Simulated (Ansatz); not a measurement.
Relaxation of CH$_{7}$Sn (9 atoms, charge 0, multiplicity 2), to a largest force component of 0.03 eV/Å in at most 50 steps.

Method: UKS r2SCANh/def2-SVP in Ansatz 0.2.0.

```xyz
9
Properties=species:S:1:pos:R:3:forces:R:3
H 0.435 -0.586 0.328 0.07 -0.04 0.08
Sn 0.554 0.710 1.430 0.02 0.12 0.14
C -0.665 -0.905 -1.754 -0.11 -0.05 -0.17
H 1.508 0.321 2.799 -0.04 0.00 -0.08
H -1.018 1.140 1.948 0.02 -0.02 0.01
H 1.241 2.057 0.631 0.01 -0.02 0.01
H -0.624 0.152 -2.013 0.00 -0.01 0.00
H 0.126 -1.575 -2.089 0.01 0.01 0.01
H -1.557 -1.313 -1.280 0.03 0.01 0.00
```

**Question.** Where does it end, and by what steps?

**Answer.** The forces met the threshold. The force dipped under the threshold on the way, but the program's further checks kept it going. After 17 steps the energy has fallen by 0.090 eV; H1 moved furthest, 1.17 Å.

| step | energy less start (eV) | largest force component (eV/Å) | accepted |
| --- | --- | --- | --- |
| 0 | 0.0000 | 0.165 | yes |
| 1 | 0.0033 | 0.488 | no |
| 2 | -0.0148 | 0.200 | yes |
| 3 | -0.0351 | 0.045 | yes |
| 4 | -0.0489 | 0.034 | yes |
| 5 | -0.0563 | 0.099 | yes |
| 6 | -0.0578 | 0.110 | yes |
| 7 | -0.0598 | 0.122 | yes |
| 8 | -0.0463 | 0.459 | no |
| 9 | -0.0658 | 0.012 | yes |
| 10 | -0.0703 | 0.079 | yes |
| 11 | -0.0766 | 0.128 | yes |
| 12 | -0.0771 | 0.318 | yes |
| 13 | -0.0809 | 0.192 | yes |
| 14 | -0.0877 | 0.008 | yes |
| 15 | -0.0893 | 0.129 | yes |
| 16 | -0.0894 | 0.044 | yes |
| 17 | -0.0900 | 0.002 | yes |

```xyz
9
Properties=species:S:1:pos:R:3
H 1.087 -1.110 1.146
Sn 0.622 0.510 1.414
C -0.776 -0.635 -1.765
H 1.279 1.037 2.903
H -1.079 0.623 1.489
H 1.219 1.504 0.163
H -0.848 0.374 -2.166
H 0.117 -1.231 -1.949
H -1.621 -1.072 -1.236
```

Run time: 48 s on 2 threads of Intel(R) Xeon(R) Platinum 8375C CPU @ 2.90GHz (Ice Lake), on a shared host, peak memory 0.25 GiB.
